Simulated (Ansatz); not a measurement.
Stretching the In1–I4 bond in H2IIn (SMILES [InH2][I]) (multiplicity 1 held, fragments rigid). Energies count from the point at 2.700 Å.
Geometry at that point (charge 0, multiplicity 1):
```xyz
4

In    -0.72639    -1.13552     0.19956
H     -0.06962    -2.17410     1.39445
H     -2.11915    -1.24747    -0.79314
I      0.71286     1.11438    -0.19584
```

R- and RO- levels are restricted; in cc, def2 and unpolarised 6-31G sets they are followed outwards from rest. U- levels take the lowest unrestricted solution at each point, which mixes spins at long bonds. Active spaces are followed from a long bond inwards. Levels need not reach the same state.

Frozen-core correlation. Filled d and f shells under p-block atoms count as core.

The values were computed with Ansatz (Gaussian orbitals). Values without a source in brackets are computed. In def2 rows elements past Kr take small-core potentials, without spin–orbit coupling.

Energies in kcal/mol.

| R (Å) | R-HF/def2-SVP | U-HF/def2-SVP | R-SCS-MP2/def2-SVP | R-CCSDT/def2-SVP | FIC-NEVPT4(SD) on CASSCF(6,4)/def2-SVP | FIC-MRCISD+Q on CASSCF(6,4)/def2-SVP |
|---|---|---|---|---|---|---|
| 2.160 | 70.4 | 70.4 | 71.0 | 71.2 | 71.2 | 71.4 |
| 2.430 | 12.9 | 12.9 | 13.1 | 13.2 | 13.2 | 13.3 |
| 2.700 | 0.0 | 0.0 | 0.0 | 0.0 | 0.0 | 0.0 |
| 2.970 | 4.8 | 4.8 | 4.8 | 4.6 | 4.1 | 4.4 |
| 3.240 | 16.1 | 16.1 | 16.0 | 15.5 | 14.9 | 15.2 |
| 3.645 | 35.2 | 35.2 | 34.9 | 33.7 | 33.0 | 33.3 |
| 4.050 | 52.5 | 48.8 | 51.9 | 49.4 | 49.2 | 48.9 |
| 4.725 | 75.1 | 56.5 | 73.3 | 66.6 | 66.5 | 65.6 |
| 5.400 | 91.1 | 58.2 | 86.9 | 73.2 | 72.5 | 71.6 |
| 6.210 | 103.8 | 58.6 | 95.0 | 74.8 | 73.9 | 73.1 |
| 7.290 | 113.8 | 58.7 | 96.2 | 74.9 | 74.2 | 73.4 |
| 8.640 | 120.7 | 58.8 | 90.0 | 74.9 | 74.3 | 73.5 |

Doubts at one or more of the structures used: a restricted determinant that unrestricted orbitals would lower (R-HF/def2-SVP, R-SCS-MP2/def2-SVP, R-CCSDT/def2-SVP); a spin-contaminated determinant (U-HF/def2-SVP); T1 above 0.05 (R-CCSDT/def2-SVP); other coupled-cluster roots lie near (R-CCSDT/def2-SVP); active orbitals that take no part (FIC-NEVPT4(SD) on CASSCF(6,4)/def2-SVP, FIC-MRCISD+Q on CASSCF(6,4)/def2-SVP).

Ansatz is a program for electronic structure.
